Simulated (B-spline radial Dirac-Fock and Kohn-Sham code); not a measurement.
**Co¹²⁺: scattering cross sections and density moments**

System: Co¹²⁺, configuration [Ne] 3s2 3p3.

Method: Dirac-Fock densities. Computed with an atomic code on a B-spline grid.

```
Sum of ⟨r⟩                          : 5.336 bohr
Sum of ⟨r²⟩                         : 3.143 bohr²
Sum of ⟨1/r⟩                        : 110.70 per bohr
Langevin diamagnetic susceptibility : -2.49 × 10⁻⁶ cm³/mol
Lamb shielding (α²/3)Σ⟨1/r⟩         : 1965 ppm
```

Coherent scattering is the Thomson cross section weighted by f₀², without anomalous dispersion; incoherent scattering is Klein-Nishina weighted by S. The Lamb formula is the non-relativistic shielding expression. Electron correlation is left out.

| hν (keV) | coherent (b) | incoherent (b) | incoherent per electron (b) |
| --- | --- | --- | --- |
| 5 | 120.0 | 1.199 | 0.0799 |
| 8.0478 | 92.81 | 2.260 | 0.151 |
| 10 | 78.63 | 2.823 | 0.188 |
| 20 | 39.97 | 4.676 | 0.312 |
| 30 | 23.37 | 5.698 | 0.380 |
| 50 | 10.62 | 6.517 | 0.434 |
| 100 | 3.335 | 6.640 | 0.443 |
| 500 | 0.1577 | 4.292 | 0.286 |

Incoherent scattering overtakes coherent scattering between 50 and 100 keV.
